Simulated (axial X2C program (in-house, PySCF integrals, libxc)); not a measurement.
**Low determinants of GaTe at the PBE0 level, without spin–orbit coupling**

All values were computed with an in-house all-electron X2C program for linear molecules (integrals from PySCF). Spin-free means the one-electron spin-free X2C Hamiltonian. Basis: Te dyall-cv3z [11s12p8d4f1g], Ga dyall-cv3z [9s9p7d4f1g] (cores contracted in-house); Gaussian nuclei, density fitting, unrestricted open shells. Masses: Te 129.906 u, Ga 68.926 u.

Search at 2.450 Å (vertical energies from the lowest determinant):

```csv
ΔE (eV),state,electrons beyond evenly filled partner blocks,"electrons in σ, π, δ, φ"
0.00,"M_S = 1/2, Λ = 0",σα,35 36 12 0
0.27,"M_S = 1/2, Λ = 1","π+α, π+β, π-α",36 35 12 0
2.76,"M_S = 3/2, Λ = 2","σα, 2 × π+α, π+β, π-α",35 36 12 0
2.76,"M_S = 3/2, Λ = 0","σα, π+α, π+β, 2 × π-α",35 36 12 0
3.01,"M_S = 1/2, Λ = 2","σα, 2 × π+α, π+β, π-β",35 36 12 0
3.22,"M_S = 1/2, Λ = 2","σα, π+α, 2 × π+β, π-α",35 36 12 0
```

Lowest determinant, M_S = 1/2, Λ = 0 (beyond evenly filled blocks: σα): Re = 2.403 Å, ωe = 253.8 cm⁻¹.

The determinant in row 2 of the search, M_S = 1/2, Λ = 1 (beyond evenly filled blocks: π+α, π+β, π-α), was followed along the bond at PBE0; measured from the minimum of the lowest determinant it gives:

Te = 0.091 eV (733 cm⁻¹), Re = 2.663 Å, ωe = 197.2 cm⁻¹.

Compare the bond of the determinant in row 2 with that of the lowest one.

At PBE0 its Re is 0.260 Å longer and its force constant, which goes as ωe², is 0.60 times that of the lowest determinant. T0 ≈ Te + Δωe/2 = 733 + (-28) = 705 cm⁻¹.

The search compares states at one distance, so a state with another bond length can lie lower; it is not exhaustive and yields mostly the lowest determinant of each block pattern, so other components and higher states of one pattern are missing. These are energies of single determinants, not of spin-adapted states; PBE0 term energies can be off by some tenths of an eV, and the functional has no current term. The lowest determinant need not be the ground state where others lie within half an eV.
